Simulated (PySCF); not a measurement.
Isomers of C8H6FN3, mass 163.055 u with the commonest isotopes. The calculation used PBE0/pcSseg-1 in PySCF (dipole) on a GFN2-xTB geometry, gas phase. One conformer each, none proved a minimum here; rigid rotors.

Task: Order these by rotational constant A, largest first.
A. `[F:1][c:2]1[cH:3][cH:4][cH:5][c:6](-[n:7]2[n:8][cH:9][cH:10][n:11]2)[cH:12]1` with C5–C6–N7–N8 180°
B. `[F:1][c:2]1[n:3][cH:4][n:5][n:6]1-[c:7]1[cH:8][cH:9][cH:10][cH:11][cH:12]1` with N5–N6–C7–C8 -13°
C. `[F:1][c:2]1[cH:3][cH:4][cH:5][cH:6][c:7]1-[n:8]1[n:9][cH:10][cH:11][n:12]1` with C6–C7–N8–N9 180°
D. `[F:1][c:2]1[cH:3][cH:4][c:5](-[n:6]2[n:7][cH:8][cH:9][n:10]2)[cH:11][cH:12]1` with C4–C5–N6–N7 180°

Result: D (3640 MHz), A (2471 MHz), B (2309 MHz), C (2192 MHz).

Task: Order these by radius of gyration √(Σ m r²/M), largest first.
A. `[F:1][c:2]1[n:3][cH:4][n:5][n:6]1-[c:7]1[cH:8][cH:9][cH:10][cH:11][cH:12]1` with N5–N6–C7–C8 -13°
B. `[F:1][c:2]1[cH:3][cH:4][c:5](-[n:6]2[n:7][cH:8][cH:9][n:10]2)[cH:11][cH:12]1` with C4–C5–N6–N7 180°
C. `[F:1][c:2]1[cH:3][cH:4][cH:5][c:6](-[n:7]2[n:8][cH:9][cH:10][n:11]2)[cH:12]1` with C5–C6–N7–N8 180°
D. `[F:1][c:2]1[cH:3][cH:4][cH:5][cH:6][c:7]1-[n:8]1[n:9][cH:10][cH:11][n:12]1` with C6–C7–N8–N9 180°
E. `[F:1][c:2]1[cH:3][cH:4][cH:5][cH:6][c:7]1-[n:8]1[cH:9][cH:10][n:11][n:12]1` with C6–C7–N8–C9 180°

Result: B (2.632 Å), C (2.541 Å), A (2.420 Å), E (2.394 Å), D (2.362 Å).

Task: Order these by rotational constant C, largest first.
A. `[F:1][c:2]1[cH:3][cH:4][c:5](-[n:6]2[n:7][cH:8][cH:9][n:10]2)[cH:11][cH:12]1` with C4–C5–N6–N7 180°
B. `[F:1][c:2]1[cH:3][cH:4][cH:5][cH:6][c:7]1-[n:8]1[n:9][cH:10][cH:11][n:12]1` with C6–C7–N8–N9 180°
C. `[F:1][c:2]1[cH:3][cH:4][cH:5][cH:6][c:7]1-[n:8]1[cH:9][cH:10][n:11][n:12]1` with C6–C7–N8–C9 180°
D. `[F:1][c:2]1[cH:3][cH:4][cH:5][c:6](-[n:7]2[n:8][cH:9][cH:10][n:11]2)[cH:12]1` with C5–C6–N7–N8 180°

Result: B (555.4 MHz), C (540.8 MHz), D (479.9 MHz), A (447.5 MHz).

```
             SMILES  point group  Ia (u·Å²)  Ib (u·Å²)  Ic (u·Å²)      κ  μa (D)  μb (D)  μc (D)
  Fc1ccccc1-n1nccn1           Cs     230.61     679.40     910.00  -0.77    0.35    1.21    0.00
  Fc1ccccc1-n1ccnn1           Cs     233.11     701.41     934.51  -0.78    3.15    1.89    0.01
  Fc1ncnn1-c1ccccc1           C1     218.83     739.00     951.43  -0.83    2.60    0.11    0.03
Fc1ccc(-n2nccn2)cc1          C2v     138.83     990.63    1129.46  -0.96    1.72    0.00    0.00
Fc1cccc(-n2nccn2)c1           Cs     204.51     848.54    1053.06  -0.88    1.40    1.09    0.00
```
